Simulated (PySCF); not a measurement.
K₂Te: breathing scan

All numbers come from PBE0/[Te def2-TZVP with ECP28, K def2-TZVP], scalar-relativistic core potentials, density fitting, no spin–orbit coupling, PySCF.

Rigid scan from the singlet minimum (Te–K 3.058 Å (×2); K–Te–K 180.0°). Coordinate: all bonds to the central atom scaled together. Energies in kJ/mol from the minimum.

```json
{"scale of all bonds to the centre": "0.88", "E (kJ/mol)": "77.5"}
{"scale of all bonds to the centre": "0.92", "E (kJ/mol)": "30.0"}
{"scale of all bonds to the centre": "0.96", "E (kJ/mol)": "6.6"}
{"scale of all bonds to the centre": "1.00", "E (kJ/mol)": "0.0"}
{"scale of all bonds to the centre": "1.04", "E (kJ/mol)": "5.1"}
{"scale of all bonds to the centre": "1.08", "E (kJ/mol)": "18.1"}
{"scale of all bonds to the centre": "1.14", "E (kJ/mol)": "46.6"}
{"scale of all bonds to the centre": "1.22", "E (kJ/mol)": "92.7"}
{"scale of all bonds to the centre": "1.35", "E (kJ/mol)": "170.4"}
```

At long bonds a restricted determinant can lie too high, and another spin state can fall below this curve.
